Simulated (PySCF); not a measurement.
Isomers C$_{7}$H$_{11}$FOSi:

A. SMILES CC#C[Si@@H](F)[C@H](C)C(C)=O
B. `F[C@@H]1COC[Si@]12C=CCC2`
C. `InChI=1S/C7H11FOSi/c1-7(10-2)3-5-9-6-4-8/h3-6H,1,10H2,2H3/b5-3-,6-4+`
D. SMILES CC(O[C@@H]1[Si@@H](C#C)[C@@H]1F)C

Spectrum 1. 1H NMR (400 MHz, computed): δ 5.14 (m, 1H), 3.80 (m, 1H), 3.69 (m, 1H), 3.64 (m, 1H), 1.72 (d, 1H), 1.27 (d, 3H), 1.26 (d, 3H). 13C{1H} NMR (computed): δ 103.1 (CH), 83.9 (C), 82.4 (CH), 80.4 (CH), 65.1 (CH), 26.0 (CH3), 24.7 (CH3).

Spectrum 2. 1H NMR (400 MHz, computed): δ 7.22 (m, 1H), 7.10 (m, 1H), 6.17 (d, 1H), 6.08 (br s, 1H), 5.84 (d, 1H), 5.59 (br s, 1H), 4.73 (q, 2H), 0.14 (t, 3H). 13C{1H} NMR (computed): δ 148.0 (C), 147.8 (CH), 145.2 (CH), 142.3 (CH), 135.6 (CH2), 126.5 (CH), -6.2 (CH3).

Spectrum 3. 1H NMR (400 MHz, computed): δ 4.79 (m, 1H), 2.79 (m, 1H), 2.35 (s, 3H), 2.14 (s, 3H), 1.40 (d, 3H). 13C{1H} NMR (computed): δ 211.8 (C), 117.2 (C), 84.5 (C), 47.3 (CH), 35.3 (CH3), 11.7 (CH3), 5.7 (CH3).

Spectrum 4. 1H NMR (400 MHz, computed): δ 7.28 (m, 1H), 6.30 (m, 1H), 5.13 (m, 1H), 4.66 (m, 1H), 3.86 (m, 1H), 3.60 (m, 1H), 3.57 (m, 1H), 2.83 (m, 1H), 2.52 (m, 1H), 1.10 (m, 1H), 0.91 (m, 1H). 13C{1H} NMR (computed): δ 166.8 (CH), 130.9 (CH), 92.5 (CH), 76.6 (CH2), 62.1 (CH2), 36.7 (CH2), 8.3 (CH2).

How the numbers were obtained: shieldings: GIAO PBE0/pcSseg-1, coordinates at the GFN2-xTB level, in PySCF 2.14 (gas phase, one averaged value for each set of equivalent atoms, relativity neglected, one computed conformer).

Referencing at the same level of theory: 1H, 13C against TMS. Splittings of carbon signals by F and P are missing where no couplings were computed. Where no couplings were computed, multiplicities follow the n + 1 count of equivalent neighbours, and m marks all less simple cases (inequivalent or close neighbours, rings, F or P nearby). Shifts are as computed. Against solution values, carbons near 30 ppm lie about +3 ppm off and those near 130 ppm about +5 ppm. Of 1309 compounds with measured shifts, 239 miss one by over three times the rms of a fit or turn the order of signals round; such compounds aren't used in these exercises.

Q: Which spectrum belongs to which compound?

A: 1–D, 2–C, 3–A, 4–B.

- Spectrum 1 (D): 7 13C signals; δC 103.1 is a terminal alkyne carbon; δC 83.9 is an alkyne carbon.
- Spectrum 2 (C): 7 13C signals; δC 148.0 is a fully substituted alkene carbon; δC 145.2 is an alkene carbon bearing oxygen.
- Spectrum 3 (A): 7 13C signals; δC 211.8 is a ketone carbonyl carbon; δC 84.5 is an alkyne carbon.
- Spectrum 4 (B): 7 13C signals; δC 130.9 is an alkene CH; δC 92.5 is an sp3 CH bonded to F and Si.
